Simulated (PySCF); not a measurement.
C₈H₅F.
SMILES: `c1(cccc(c1)C#C)F`

Method: PySCF, PBE0/def2-SV(P) geometry optimisation, gas phase.

Masses are those of the commonest isotopes; rigid-rotor values at the optimised geometry. 

Question: What are A, B and C (MHz)?

Answer: Ia = 149.52, Ib = 428.60, Ic = 578.11 u·Å²; 505379 MHz·u·Å²/I gives A = 3380, B = 1179, C = 874.2 MHz.

Question: Classify the top.

Answer: An asymmetric top; Ray's κ = -0.757.

Question: What does the inertial defect say?

Answer: Planar: Δ = Ic − Ia − Ib = 0.00 u·Å². For a rigid frame Δ = −2 Σ m c², so it vanishes when all atoms lie in the ab plane; here none is more than 0.01 Å from it.

Question: Where do the levels up to J = 5 lie, in MHz?

Answer: Above 0(0,0):
J = 1: 1(0,1) 2053, 1(1,1) 4254, 1(1,0) 4559
J = 2: 2(0,2) 6130, 2(1,2) 8056, 2(1,1) 8971, 2(2,1) 15574, 2(2,0) 15603
J = 3: 3(0,3) 12174, 3(1,3) 13741, 3(1,2) 15569, 3(2,2) 21734, 3(2,1) 21880, 3(3,1) 33518, 3(3,0) 33520
J = 4: 4(0,4) 20107, 4(1,4) 21290, 4(1,3) 24327, 4(2,3) 29924, 4(2,2) 30350, 4(3,2) 41786, 4(3,1) 41798, 4(4,1) 58211, 4(4,0) 58211
J = 5: 5(0,5) 29852, 5(1,5) 30683, 5(1,4) 35208, 5(2,4) 40125, 5(2,3) 41073, 5(3,3) 52136, 5(3,2) 52186, 5(4,2) 68543, 5(4,1) 68544, 5(5,1) 89663, 5(5,0) 89663
The levels of one J sum to (2J + 1)J(J + 1)(A + B + C)/3.

Question: Which lines would a microwave search look for?

Answer: The dipole components are |μa| = 0.52 D, |μb| = 1.07 D, |μc| = 0.00 D; the mirror of this Cs structure is the ab plane, so μc vanishes by symmetry and there are no c-type lines. Intensities carry the squares of the components, which stand as 0.24 : 1.00 (a : b). Some lines, for components of 0.1 D or more:

```
type  branch         J(Ka,Kc)    MHz  lower level (cm⁻¹)
   a       Q  1(1,0) ← 1(1,1)    305               0.142
   a       Q  2(1,1) ← 2(1,2)    915               0.269
   b       R  2(0,2) ← 1(1,1)   1876               0.142
   a       R  1(0,1) ← 0(0,0)   2053               0.000
   b       Q  1(1,0) ← 1(0,1)   2506               0.068
   b       Q  2(1,1) ← 2(0,2)   2840               0.204
   a       R  2(1,2) ← 1(1,1)   3802               0.142
   a       R  2(0,2) ← 1(0,1)   4077               0.068
   b       R  1(1,1) ← 0(0,0)   4254               0.000
   a       R  2(1,1) ← 1(1,0)   4412               0.152
   b       R  2(1,2) ← 1(0,1)   6003               0.068
   b       Q  2(2,0) ← 2(1,1)   6632               0.299
   b       Q  2(2,1) ← 2(1,2)   7518               0.269
   b       R  2(2,1) ← 1(1,0)  11014               0.152
   b       R  2(2,0) ← 1(1,1)  11349               0.142
```

Question: Estimate the classical rotational partition function at 10 K, 25 K and 500 K.

Answer: Point group Cs, symmetry number σ = 1; q = (√π/σ)·√((kT/h)³/(ABC)), k/h = 20836.6 MHz/K: 2860 at 10 K, 11300 at 25 K, 1010000 at 500 K.

PBE0/def2-SV(P) frequencies: not computed here. These are rigid-rotor constants of the computed structure; measured ground-state constants (B0) also hold zero-point vibration.

On one thread, Intel Xeon 6975P-C (x86_64), on a shared host, this took 35 s and 0.60 GiB of memory at its peak. This is the geometry optimisation.
